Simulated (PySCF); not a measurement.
## Mo²⁺: ionisation energy

Mo²⁺ [Kr] 4d4 (5D) → Mo³⁺ [Kr] 4d3 (4F), as a difference of total energies. All numbers are calculated (PySCF 2.14, a scalar-relativistic core potential, in aug-cc-pVDZ-PP with ECP28MDF). Correlated levels: valence: 4s2 4p6 frozen. The calculations carry no spin-orbit coupling.

| method | ionisation energy (eV) |
| --- | --- |
| UHF | 26.088 |
| B3LYP | 27.169 |
| BP86 | 27.324 |
| MP2 (valence) | 26.497 |
| SCS-MP2 (valence) | 26.225 |

Question: How much does correlation contribute at MP2 (valence)?

Answer: 26.497 − (26.088) = 0.409 eV, measured against UHF.

The reference lies between the lowest fine-structure levels, while these numbers refer to the centres of the terms.

Errors of the correlated levels include the incompleteness of this basis and the frozen core.

For comparison: 27.13 ± 0.12 eV (semi-empirical (NIST evaluation); NIST Atomic Spectra Database, ionization energies).
